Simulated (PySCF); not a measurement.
Atoms are numbered as in `[CH3:1][C@@H:2]1[O:3][CH2:4][C@:5]1([CH3:6])[O:7][SiH3:8]` (H(Xn): hydrogen on atom n). Ha(C4) is cis to C1 on the ring; Hb(C4) is trans to C1 on the ring.

One conformer, rapidly exchanging positions averaged, no relativistic terms, gas phase. GIAO PBE0/pcSseg-1 shieldings; GFN2-xTB geometry; PySCF.

References, each an isolated molecule treated in the same way: $^{13}$C, $^{1}$H, $^{29}$Si against TMS; $^{17}$O vs H2O.

```tsv
atoms	nucleus	count	δ (ppm)
C2	$^{13}$C	1	90.7
C6	$^{13}$C	1	27.2
O3	$^{17}$O	1	12.3
C4	$^{13}$C	1	?
C5	$^{13}$C	1	75.3
Hb(C4)	$^{1}$H	1	4.34
H(C6)	$^{1}$H	3	1.57
H(C2)	$^{1}$H	1	?
O7	$^{17}$O	1	?
Si8	$^{29}$Si	1	-47.3
C1	$^{13}$C	1	?
Ha(C4)	$^{1}$H	1	4.72
H(C1)	$^{1}$H	3	1.43
H(Si8)	$^{1}$H	3	4.88
```

Task: Estimate the values marked ?.

Result: 
- C4: 85.0 ppm, sp3 CH2 bonded to O; pulled downfield by the heteroatom
- C1: 19.3 ppm, methyl carbon; saturated and bonded to C and H only
- H(C2): 4.45 ppm, hydrogen on an sp3 CH bonded to O; its carbon carries O, which withdraws density
- O7: 44.8 ppm, oxygen bonded to C, Si

Shifts are as computed. Against solution values, carbons near 30 ppm lie about +3 ppm off and those near 130 ppm about +5 ppm. Of 1309 compounds with measured shifts, 239 miss one by over three times the rms of a fit or turn the order of signals round; such compounds aren't used in these exercises. Experimental scales use liquid or dissolved standards, which lie at an offset from isolated H2O (liquid H2O: subtract about 36 ppm).
